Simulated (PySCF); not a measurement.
## Partial charges of `C[C@@H](OC=O)O[Si@@H](C)N`

Compound: C4H11NO3Si.
Structure used (GFN2-xTB), in Å, numbered top down from 1:
```xyz
20
C4H11NO3Si angstrom
C      2.1449    0.4028   -1.7147
C      1.1577   -0.2684   -0.7727
O      1.8139   -0.4034    0.5040
C      1.4333   -1.4002    1.2773
O      0.6157   -2.2365    1.0325
O      0.0336    0.4939   -0.6482
Si    -1.4553    0.0731   -0.0823
C     -1.5689    0.1575    1.8152
N     -2.3889    1.2669   -0.8951
H      2.3957    1.3849   -1.3243
H      3.0463   -0.1964   -1.7997
H      1.6814    0.5115   -2.6904
H      0.9047   -1.2840   -1.1162
H      2.0131   -1.3591    2.2166
H     -1.8349   -1.2479   -0.5845
H     -1.2019   -0.7505    2.2837
H     -0.9976    0.9923    2.2159
H     -2.6005    0.2858    2.1293
H     -1.9208    2.0428   -1.3314
H     -3.2767    1.5455   -0.5181
```

Density: PBE0/pcSseg-1 (PySCF); schemes: Mulliken, IAO, Hirshfeld and ESP-fitted. One conformer (not necessarily the lowest) at the GFN2-xTB geometry, without solvent, vibrations or thermal averaging.

Q: At which atom do the 4 schemes differ most?

A: At N9: from -1.211 (ESP-fitted) to -0.332 e (Hirshfeld), 0.879 e apart.

Q: Do the Mulliken, IAO, Hirshfeld and ESP-fitted schemes agree on where the charge is highest?

A: All schemes agree: Mulliken Si7 (+1.020); IAO Si7 (+1.249); Hirshfeld Si7 (+0.443); ESP-fitted Si7 (+1.191).

Q: Which atoms carry the lowest charge in the Mulliken, IAO, Hirshfeld and ESP-fitted schemes?

A: The schemes don't all agree: Mulliken C8 (-0.674); IAO N9 (-0.865); Hirshfeld N9 (-0.332); ESP-fitted N9 (-1.211).

Q: Tabulate the Mulliken, IAO, Hirshfeld and ESP-fitted charges.

A: In e:

| atom | environment | Mulliken | IAO | Hirshfeld | ESP-fitted |
| --- | --- | --- | --- | --- | --- |
| C1 | methyl carbon | -0.213 | -0.430 | -0.128 | -0.680 |
| C2 | sp3 carbon bearing two oxygens | +0.281 | +0.274 | +0.121 | +0.747 |
| O3 | ester single-bonded oxygen | -0.442 | -0.349 | -0.101 | -0.485 |
| C4 | ester carbonyl carbon | +0.434 | +0.403 | +0.183 | +0.613 |
| O5 | ester carbonyl oxygen | -0.416 | -0.450 | -0.234 | -0.539 |
| O6 | silyl ether oxygen | -0.630 | -0.623 | -0.212 | -0.597 |
| Si7 | oxygen-bound silicon | +1.020 | +1.249 | +0.443 | +1.191 |
| C8 | Si-methyl carbon | -0.674 | -0.762 | -0.228 | -0.821 |
| N9 | silicon-bound nitrogen | -0.628 | -0.865 | -0.332 | -1.211 |
| H10 | methyl hydrogen | +0.122 | +0.157 | +0.045 | +0.201 |
| H11 | methyl hydrogen | +0.117 | +0.152 | +0.047 | +0.173 |
| H12 | methyl hydrogen | +0.127 | +0.158 | +0.052 | +0.179 |
| H13 | methine hydrogen | +0.117 | +0.132 | +0.035 | -0.007 |
| H14 | formyl hydrogen | +0.104 | +0.127 | +0.060 | +0.034 |
| H15 | Si–H hydrogen | -0.122 | -0.175 | -0.092 | -0.203 |
| H16 | methyl hydrogen | +0.152 | +0.163 | +0.033 | +0.182 |
| H17 | methyl hydrogen | +0.139 | +0.156 | +0.039 | +0.186 |
| H18 | methyl hydrogen | +0.133 | +0.156 | +0.041 | +0.191 |
| H19 | N–H hydrogen | +0.194 | +0.269 | +0.115 | +0.425 |
| H20 | N–H hydrogen | +0.184 | +0.258 | +0.113 | +0.422 |

Mean size of the charges over all atoms: ESP-fitted 0.454 e, IAO 0.365 e, Mulliken 0.313 e, Hirshfeld 0.133 e. Each set sums to the total charge, 0, to within 0.001 e. The Mulliken scheme gives each basis function's population to the atom it is centred on and halves the overlap population of two atoms between them.

Q: How closely do the schemes follow one another over all atoms?

A: Correlation coefficient and root-mean-square difference: IAO with Hirshfeld 0.99, 0.300 e; Mulliken with IAO 0.99, 0.098 e; Mulliken with Hirshfeld 0.97, 0.236 e; Hirshfeld with ESP-fitted 0.97, 0.405 e; IAO with ESP-fitted 0.97, 0.169 e; Mulliken with ESP-fitted 0.95, 0.227 e.

Q: How many electrons does the ESP-fitted scheme count on O5?

A: Z − q = 8 − (-0.539) = 8.539.

Q: Sum the charges by element, for elements with more than one atom.

A: 
```
element  atoms  Mulliken     IAO  Hirshfeld  ESP-fitted
      C      4    -0.172  -0.515     -0.052      -0.141
      O      3    -1.487  -1.422     -0.547      -1.621
      H     11    +1.267  +1.553     +0.489      +1.782
```
